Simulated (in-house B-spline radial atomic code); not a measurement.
# Ionising Au7+ with different functionals

Computed with an all-electron radial atomic-structure program (B-spline basis): four-component Dirac-Coulomb Hamiltonian, Fermi nucleus of rms radius 5.4371 fm, spin-restricted, spherical fractional occupations for the functionals, and exact exchange of hybrids averaged over the configuration. The ionisation energy is the difference of two self-consistent energies, [Xe] 4f14 5d4 → [Xe] 4f14 5d3, without Breit or QED terms; ε is the level of the shell that loses the electron (mean over j). The electron is taken from both j subshells in proportion to 2j + 1, so the result is a j average, not the step between ground levels.

```
   method                    rung  ΔSCF (eV)  -ε(5d) (eV)
CAM-B3LYP  range-separated hybrid          ?            ?
  LC-wPBE  range-separated hybrid     111.64       108.17
    wB97X  range-separated hybrid     111.39       107.74
    HSE06  range-separated hybrid          ?            ?
```

Task: What does HSE06 give?

Result: ΔSCF 111.65 eV, and -ε(5d) = 104.92 eV.

Task: What does CAM-B3LYP give?

Result: ΔSCF 111.72 eV, and -ε(5d) = 106.89 eV.

Task: Among the functionals, which spreads more, the ΔSCF values or the orbital energies?

Result: The orbital energies: ΔSCF values span about 0.33 eV and the orbital energies 3.25 eV; here energy differences depend much less on the functional than eigenvalues do.

Task: How do they compare with the NIST value?

Result: NIST lists 112 eV ± 2.1 (tabulated theory, ground level to ground level). Errors run from -0.61 to -0.28 eV; all lie within about twice that uncertainty, so the table can't rank the methods.
